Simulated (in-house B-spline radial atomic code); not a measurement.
A fraction x of an electron is moved 4p → 4f in Cd III (Cd2+), starting from [Kr] 4d10 and keeping the highest spin. Method: scalar-relativistic (X2C) LC-wPBE, spin-polarised, spherical fractional occupations, Fermi nucleus of rms radius 4.6087 fm. Calculated with a B-spline radial code for spherical atoms.

Caution: exact exchange at fractional occupations of open shells leaves self-interaction of up to several eV.

```
    x  E(x) - E(0) (eV)  4p down level (eV)  4f up level (eV)
    0            0.0000             -91.781                 -
0.125           11.1011             -92.944            -3.664
 0.25           22.3211             -94.087            -3.851
0.375                 ?                   ?                 ?
  0.5                 ?                   ?                 ?
0.625           56.6826             -97.377            -4.389
 0.75           68.3603             -98.417            -4.567
0.875           80.1436             -99.423            -4.747
    1           92.0278            -100.391            -4.928
```

Task: What belongs in the row x = 0.375?

Result: An energy change of 33.6596 eV; 4p down at -95.209 eV, 4f up at -4.032 eV.

Task: What belongs in the row x = 0.5?

Result: An energy change of 45.1145 eV; 4p down at -96.306 eV, 4f up at -4.211 eV.

Task: Check Janak's theorem between x = 0.125 and 0.25.

Result: The slope of the energy is 89.76 eV; the orbital levels give 89.76 eV (ε of the receiving orbital less ε of the emptying one, averaged over the two points).
